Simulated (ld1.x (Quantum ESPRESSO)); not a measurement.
**Tm (Z = 69): excitation energies, all-electron against TM**

- Element: Tm (Z = 69)
- Generator: ld1.x (Quantum ESPRESSO) 7.5
- Type: norm-conserving Troullier–Martins (Kleinman–Bylander form)
- Functional: LDA (PZ)
- Relativity: scalar-relativistic
- Frozen core: [Kr] 4d10
- Valence charge: 23
- Reference configuration: 4f13 5s2 5p6 5d0 6s2 6p0
- Partial waves: 5p (bound): rc 1.80 bohr; 5d (bound, empty): rc 3.05 bohr; 4f (bound): rc 1.00 bohr; 5s (bound): rc 1.25 bohr
- Local potential: the s channel
- Core correction: Bessel-smoothed model core inside 0.80 bohr

Occupied shells without a wave of their own: 6s. They enter only through the test configuration that unscreens the potential, and ld1.x also counts them in the model core charge.

Energies are relative to the spin-unpolarised reference configuration 4f13 5s2 5p6 5d0 6s2 6p0; without spin polarisation the order of configurations can differ from experiment. Not all tests gave a result: 5 of 9 tests not solved or not reliable. Left out of the table: 4f13 5s2 5p6 5d0 6s1 6p1 (solver errors, printed error -65 meV); 4f12 5s2 5p6 5d1 6s2 6p0 (solver errors, printed error -171 meV); 4f11 5s2 5p6 5d0 6s0 6p0 (solver errors, printed error -1.9 eV); 4f13 5s2 5p6 5d0 6s2 6p0 (spin-polarised) (solver errors, printed error +12 meV); 4f13 5s2 5p6 5d0 6s1 6p0 (spin-polarised) (solver errors, printed error -237 meV).

ld1.x takes every shell without a wave as core, so the model core holds the 6s electrons as well and exchange and correlation see them twice. This cancels in the reference configuration, but the file is broken for other ones, and its errors say nothing about a proper core correction.

```
   valence configuration  charge  ΔE all-electron (eV)  error AE − PS (meV)
4f13 5s2 5p6 5d0 6s1 6p0      +1                 6.681                 -180
4f13 5s2 5p6 5d0 6s0 6p0      +2                18.994                 -825
4f12 5s2 5p6 5d0 6s0 6p0      +3                45.754                -1170
4f13 5s1 5p6 5d0 6s2 6p0      +1                59.680                 -105
```

Levels in the configuration 4f13 5s2 5p6 5d0 6s1 6p0:

```tsv
level	all-electron (eV)	pseudo (eV)
4f	-10.057	-10.194
5s	-60.357	-60.494
5p	-33.848	-33.979
6s	-9.447	-9.793
```

These tests converged, but a pseudo level misses the all-electron one widely, so the file describes the atom poorly there or has found another state: 4f13 5s2 5p6 5d0 6s0 6p0: empty 6p by 4.8 eV.
